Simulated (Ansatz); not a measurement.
CH$_{5}$ClN$_{2}$OW (`C[N]=[W]([NH2])(=[O])[Cl]`), 11 atoms. The species carries charge 0 and has multiplicity 1. Correlated methods include outer-core shells of W, which these sets cover unevenly. W takes the def2 core potential. All runs use 4 threads of an Arm Neoverse V2 on a shared host. Correlated methods freeze the cores.

(1) Give the basis size and wall time and peak host memory of each of these runs in Ansatz. RKS PBE0-D4/def2-QZVPP energy; RKS PBE0-D4/def2-TZVP frequencies; RKS ωB97M-V/def2-SVP energy; RHF-MP2/def2-QZVPP energy; RKS BHLYP-D4/def2-TZVPP energy; RHF-MP2/def2-TZVPP energy; RKS ωB97X-V/def2-TZVPP energy; RKS B97M-V/def2-TZVPP energy; RHF-CCSD(T)/def2-SVP energy; RKS PBE0-D4/def2-TZVP relaxation (19 steps); RKS PBE0-D4/def2-SVP energy; RKS ωB97M-V/def2-QZVPP energy. (Best estimate.)

Answers

(1) Ansatz gave: Other jobs shared the machine, so times are rough.

```csv
level,job,functions,wall time,peak host memory (GiB)
RKS PBE0-D4/def2-SVP,energy,131,2 s,0.62
RKS BHLYP-D4/def2-TZVPP,energy,292,6.5 s,0.94
RHF-MP2/def2-TZVPP,energy,292,7.5 s,0.84
RKS ωB97M-V/def2-SVP,energy,131,9 s,0.62
RKS ωB97X-V/def2-TZVPP,energy,292,15 s,1.1
RKS PBE0-D4/def2-QZVPP,energy,529,15 s,2.3
RKS B97M-V/def2-TZVPP,energy,292,18 s,0.56
RKS ωB97M-V/def2-QZVPP,energy,529,34 s,2.7
RHF-CCSD(T)/def2-SVP,energy,131,35 s,1
RHF-MP2/def2-QZVPP,energy,529,42 s,3.6
RKS PBE0-D4/def2-TZVP,relaxation (19 steps),231,120 s,0.72
RKS PBE0-D4/def2-TZVP,frequencies,231,4.9 min,0.73
```
